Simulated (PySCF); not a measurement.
C₅H₄F₂. Atoms are numbered in the order given.

```xyz
11

F      1.4429    -1.4835     0.0000
C      0.6760    -0.3959     0.0000
C     -0.6729    -0.3461     0.0000
F     -1.5276    -1.3659     0.0000
C     -1.1190     1.0825     0.0000
C      0.1852     1.8416     0.0000
C      1.2144     0.9662     0.0000
H     -1.7367     1.3177     0.8862
H     -1.7367     1.3177    -0.8862
H      0.2519     2.9290     0.0000
H      2.2815     1.1906     0.0000
```

Geometry optimised at B3LYP-D3(BJ)/def2-SVP. One conformer was computed; it need not be the lowest.

Calculation: PBE/def2-TZVP (PySCF).

Computed frontier levels, gap, dipole moment and polarisability:
```
Quantity                                                                                                        Value
---------------------------------------------------------------------------------------------  ----------------------
highest occupied level                                                                                       -5.27 eV
lowest empty level                                                                                           -1.69 eV
orbital gap                                                                                                   3.58 eV
dipole moment                                                                                                  2.28 D
quadrupole, principal values (traceless, Buckingham form, about the centre of nuclear charge)  -1.49, -0.95, 2.44 D·Å
mean static polarisability                                                                       56.7 bohr³ (8.40 Å³)
polarisability, principal values                                                               37.9, 64.0, 68.2 bohr³
```
